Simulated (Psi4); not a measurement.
C3H2N (SMILES [CH]=CC#N), doublet, geometry from GFN2-xTB. Base run: Psi4 with TPSS/6-31G.

Geometry (Å):
```xyz
6

C     -0.1131    -1.6732     0.0094
C      0.5486    -0.5570    -0.0051
C     -0.0728     0.7168    -0.0023
H      0.0617    -2.7218     0.0118
H      1.6442    -0.4844    -0.0207
N     -0.5545     1.7552    -0.0004
```
Charge 0, spin multiplicity 2.
Orbitals are unrestricted.
All else is at Psi4's defaults (density fitting, Cartesian functions).
Base energy -170.12359 Eh.

Variants of this job, named by their change:

```tsv
change	ΔE vs base (µEh)	SCF cycles	grid points	basis functions
base	0.0	12	127980	40
dft_radial_scheme = becke	-0.5	12	112235	40
cholesky_tolerance = 1e-3 (with scf_type cd)	-3248	11	127980	40
e_convergence = 1e-10	0.0	14	127980	40
diis_max_vecs = 3	0.0	19	127980	40
dft_spherical_points = 110	58.4	12	46687	40
guess = sap	0.0	11	127980	40
guess = huckel	0.0	13	127980	40
e_convergence = 1e-4	0.0	12	127980	40
scf_type = dfdirj+link	0.1	12	127980	40
guess = gwh	0.0	12	127980	40
dft_spherical_points = 434	-1.4	12	183822	40
basis_guess = sto-3g	0.0	10	127980	40
```

Open shells are given as the SCF converged; they aren't shown to be the lowest states, and a large step between rows can be another state.
